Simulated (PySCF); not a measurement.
Si(vinyl)(OMe)3 (C₅H₁₂O₃Si), SMILES C=C[Si](OC)(OC)OC.

Coordinates come from a B3LYP-D3(BJ)/def2-SVP optimisation. The isomer is the one that the SMILES or the coordinates give; other isomers of the formula were not compared. The values are those of a single conformer.

The numbers are results of TDDFT-M06-2X/def2-SVP (PySCF 2.14.0), not measurements.

Vertical excitations. Gas-phase values at a fixed geometry.

```csv
state,energy (eV),λ (nm),f,main pairs
S1,6.52,190,0.011,"HOMO−1→LUMO 63 %, HOMO−7→LUMO 13 %"
S2,7.41,167,0.332,HOMO→LUMO 88 %
S3,7.79,159,0.082,HOMO−2→LUMO 80 %
S4,7.99,155,0.005,HOMO−3→LUMO 90 %
S5,8.18,151,0.006,"HOMO−7→LUMO 27 %, HOMO−8→LUMO 22 %, HOMO−6→LUMO 18 %, HOMO−2→LUMO 8 %"
S6,8.39,148,0.009,HOMO−4→LUMO 78 %
S7,8.61,144,0.015,HOMO−5→LUMO 85 %
S8,8.73,142,0.002,"HOMO→LUMO+1 35 %, HOMO→LUMO+3 17 %, HOMO−2→LUMO+1 10 %, HOMO→LUMO+4 7 %"
S9,8.86,140,0.002,"HOMO→LUMO+3 24 %, HOMO−2→LUMO+1 23 %, HOMO→LUMO+2 9 %, HOMO−3→LUMO+1 9 %"
S10,8.94,139,0.003,"HOMO−1→LUMO+1 19 %, HOMO−2→LUMO+1 13 %, HOMO−3→LUMO+1 13 %, HOMO→LUMO+1 7 %"
T1,4.57,271,0,HOMO→LUMO 80 %
T2,6.12,202,0,"HOMO−1→LUMO 62 %, HOMO−7→LUMO 15 %"
T3,7.59,163,0,"HOMO−2→LUMO 62 %, HOMO−3→LUMO 10 %"
T4,7.77,160,0,HOMO−3→LUMO 63 %
```
Triplets are in the Tamm–Dancoff approximation, which puts them higher than full response would, so one can lie above its singlet here.
